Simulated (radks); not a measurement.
Values are calculated unless marked as measured or tabulated.
Spherical quantum dot in the effective-mass picture: electrons in a parabolic well V = omega^2 r^2 / 2 with omega = 0.676, with a point charge +1 (a donor) at the centre, all in effective atomic units (hartree* = m*/eps^2 hartree, bohr* = eps/m* bohr), one dielectric constant everywhere. Level of theory: non-relativistic Kohn-Sham, LDA (Slater exchange, Perdew-Wang correlation), spin-polarised, spherical densities (a radial shooting solver with Libxc functionals). Levels are named by radial order and angular momentum (1s, 1p, 1d, 2s, ...), and open shells are averaged over m.

N = 5, configuration 1s2 1p(up 3, down 0). This is the lowest configuration that the search found. Occupied and some empty levels:

level,occupation,eigenvalue (hartree*),<r> (bohr*)
1s up,1,2.3859,1.301
1s down,1,2.4832,1.269
1p up,3,3.0893,1.974
1p down,0,3.2090,1.991
2s up,0,3.5077,2.064
2s down,0,3.5872,2.103
1d up,0,3.6710,2.351
1d down,0,3.7796,2.385
1f up,0,4.2624,2.652
1f down,0,4.3541,2.691

Energy (hartree*): total 8.11572, kinetic 3.3998, external -0.016319, Hartree 6.6048, exchange-correlation -1.8725.

Electron density:

r (bohr*),n(r) (e/bohr*^3)
0.0737,0.6073
0.259,0.4280
0.444,0.3118
0.629,0.2364
0.815,0.1864
1.000,0.1517
1.19,0.1258
1.37,0.1046
1.55,0.08597
1.74,0.06891
1.93,0.05349
2.11,0.03990
2.30,0.02847
2.48,0.01932
2.67,0.01250
2.85,0.007683
3.04,0.004485
3.22,0.002486
3.41,0.001303
3.59,0.0006514
